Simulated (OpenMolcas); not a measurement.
Cl⁺: input and output

Input:

```
&GATEWAY
Coord
1

Cl 0.0 0.0 0.0
Basis=ANO-R1
Group=XYZ
NoMove
AngMom=0.0 0.0 0.0
AMFI
&SEWARD
&RASSCF
FileOrb=start.orb
Symmetry=1
Spin=3
nActEl=4 0 0
Inactive=3 3
Ras2=0 3
CIRoot=3 3 1
SDav=3
CIMx=300
Iter=120 100
PrWF=0.3
OrbListing=Nothing
MaxOrb=0
Atom
>>> COPY $Project.JobIph JOB001
&RASSCF
FileOrb=start.orb
Symmetry=1
Spin=1
nActEl=4 0 0
Inactive=3 3
Ras2=0 3
CIRoot=6 6 1
SDav=6
CIMx=300
Iter=120 100
PrWF=0.3
OrbListing=Nothing
MaxOrb=0
Atom
>>> COPY $Project.JobIph JOB002
&RASSI
NrOfJobIphs=2 3 6
1 2 3
1 2 3 4 5 6
IphNames
JOB001
JOB002
EJob
SpinOrbit
DIPRint=1.0
SOCoupling=1000.0
Subsets=2
MEES
Property=10
'ANGMOM' 1 'ANGMOM' 2 'ANGMOM' 3 'MLTPL  1' 1 'MLTPL  1' 2 'MLTPL  1' 3
'AMFI' 1 'AMFI' 2 'AMFI' 3 'MLTPL  2' 6
SOProperty=3
'ANGMOM' 1 'ANGMOM' 2 'ANGMOM' 3
```

Launched by
```bash
OMP_NUM_THREADS=1 MOLCAS_MEM=1689 MOLCAS_PROJECT=a pymolcas a.inp > a.log  # once for each step of the input, in one work folder
```

A driver script runs the steps one by one and writes start.orb anew before each from the orbitals found so far.

Output, cut to the results:

```
--- SEWARD ---
Basis set label: CL.ANO-R...4S3P1D.

      Electronic valence basis set:
      ------------------
      Associated Effective Charge  17.000000 au
      Associated Actual Charge     17.000000 au
      Nuclear Model: Finite nucleus - Gaussian distribution
        Gaussian exponent, Xi/bohr**(-2):  3.84638E+08

      Shell  nPrim  nBasis  Cartesian Spherical Contaminant
         s      17       4        X
         p      11       3        X
         d       7       1                 X
                  Relativistic X2C integrals
                  Atomic mean-field integrals
--- RASSCF ---
Wave function specifications:
      -----------------------------

      Number of closed shell electrons          12
      Number of electrons in active shells       4
      Max number of holes in RAS1 space          0
      Max nr of electrons in RAS3 space          0
      Number of inactive orbitals                6
      Number of active orbitals                  3
      Number of secondary orbitals               9
      Spin quantum number                      1.0
      State symmetry                             1
Orbital specifications:
      -----------------------

      Symmetry species                           1   2
                                                ag  au
      Frozen orbitals                            0   0
      Inactive orbitals                          3   3
      Active orbitals                            0   3
      RAS1 orbitals                              0   0
      RAS2 orbitals                              0   3
      RAS3 orbitals                              0   0
      Secondary orbitals                         6   3
      Deleted orbitals                           0   0
      Number of basis functions                  9   9
      Number of CSFs                             3
      Number of root(s) required                 3
      Iter CI   SX   CI       RASSCF       Energy    max ROT     max BLB   max BLB  Level Ln srch  Step   QN
          iter iter root      energy       change     param      element    value   shift minimum  type update
 Nr of preliminary CI iterations:   1
        1   1    5    0  -460.45455906    0.00E+00  -3.42E-02    6   9 2  5.37E-02*  0.00   0.00    SX    NO
        2   1    5    0  -460.46008287   -5.52E-03*  4.01E-03    1   7 2  8.12E-03*  0.00   0.00    SX    NO
        3   1    5    0  -460.46016552   -8.27E-05*  5.31E-04    3   9 2 -9.76E-04*  0.00   0.00    SX    NO
        4   1    3    0  -460.46016713   -1.61E-06*  8.15E-05    2   8 2  1.38E-04*  0.00   0.00    SX    NO
        5   1    3    0  -460.46016717   -3.21E-08*  8.33E-06    3   4 1  2.28E-05   0.00   0.90    QN   YES
        6   1    2    0  -460.46016717   -6.59E-10  -1.45E-06    3   4 1  3.65E-06   0.00   1.05    QN   YES
      Convergence after  6 iterations
        7   1    2    0  -460.46016717   -5.68E-12  -1.45E-06    3   4 1  3.09E-07   0.00   1.05    QN   YES
      Natural orbitals and occupation numbers for root  1
      sym 2:   1.000000   2.000000   1.000000
      Natural orbitals and occupation numbers for root  2
      sym 2:   2.000000   1.000000   1.000000
      Natural orbitals and occupation numbers for root  3
      sym 2:   1.000000   1.000000   2.000000
::    RASSCF root number  1 Total energy:   -460.46016717
::    RASSCF root number  2 Total energy:   -460.46016717
::    RASSCF root number  3 Total energy:   -460.46016717
--- RASSCF ---
Wave function specifications:
      -----------------------------

      Number of closed shell electrons          12
      Number of electrons in active shells       4
      Max number of holes in RAS1 space          0
      Max nr of electrons in RAS3 space          0
      Number of inactive orbitals                6
      Number of active orbitals                  3
      Number of secondary orbitals               9
      Spin quantum number                      0.0
      State symmetry                             1
Orbital specifications:
      -----------------------

      Symmetry species                           1   2
                                                ag  au
      Frozen orbitals                            0   0
      Inactive orbitals                          3   3
      Active orbitals                            0   3
      RAS1 orbitals                              0   0
      RAS2 orbitals                              0   3
      RAS3 orbitals                              0   0
...
--- RASSI ---
SPIN-FREE ENERGIES:
  (Shifted by EMIN (a.u.) =       -460.4601671663)

 SF State       Relative EMIN(au)   Rel lowest level(eV)    D:o, cm**(-1)      L_eff

     1             0.0000000000        0.0000000000              0.0000         1.0
     2             0.0000000000        0.0000000000              0.0000         1.0
     3             0.0000000000        0.0000000000              0.0000         1.0
     4             0.0637671013        1.7351912224          13995.2610         2.0
     5             0.0637671013        1.7351912224          13995.2610         2.0
     6             0.0637671013        1.7351912224          13995.2610         2.0
     7             0.0637671013        1.7351912224          13995.2610         2.0
     8             0.0637671013        1.7351912224          13995.2610         2.0
     9             0.1590467266        4.3278819074          34906.7217         0.0
     Dipole printing threshold changed to   1.00000000E+00
Eigenvalues of complex Hamiltonian:
   -----------------------------------
  (Shifted by EMIN (a.u.) =       -460.4601671663)

 SO State       Relative EMIN(au)   Rel lowest level(eV)    D:o, cm**(-1)     J-value

     1            -0.0015507492        0.0000000000              0.0000         2.0
     2            -0.0015507492        0.0000000000              0.0000         1.4
     3            -0.0015507492        0.0000000000              0.0000         1.5
     4            -0.0015507492        0.0000000000              0.0000         1.8
     5            -0.0015507492        0.0000000000              0.0000         1.0
     6             0.0014840324        0.0825806155            666.0576         0.6
     7             0.0014840324        0.0825806155            666.0576         0.6
     8             0.0014840324        0.0825806155            666.0576         1.0
     9             0.0028564627        0.1199263448            967.2712        -0.0
...
```

The J values that RASSI prints are effective ones from its own formula and need not be integers or half-integers; the table below assigns J from the states.

Levels above the lowest, from the spin-orbit matrix, grouped by J:

```tsv
Configuration	Term	J	E (cm⁻¹)	Measured (cm⁻¹)	g	Term weight %
3s² 3p⁴	³P	2	0.0	0.0	1.501	100
3s² 3p⁴	³P	1	666	696	1.501	100
3s² 3p⁴	³P	0	967	996		100
3s² 3p⁴	¹D	2	14350	11654	1.001	100
3s² 3p⁴	¹S	0	35272	27878		100
```

Against the 4 measured excited levels shown (NIST Handbook of Basic Atomic Spectroscopic Data) the mean absolute deviation is 2500 cm-1; the largest miss in energy is 3s² 3p⁴ ¹S₀: computed 35272, measured 27878 cm⁻¹ (+26.5 %).

Without dynamic correlation excited terms often stand tens of per cent too high (terms of higher spin than the ground term too low), and those without a measured partner can miss by more than the paired ones. With the s shell closed, the reference lacks s² → p² mixing. Computed and measured levels are paired by configuration, term and J; levels that our copy of the source lacks, or whose pairing is in doubt (as where it misses far off the trend of its configuration), stay unpaired and out of the deviations. Only configurations of the active space appear.

The term weight is that of the spin-free term in the level, not the purity of its configuration.
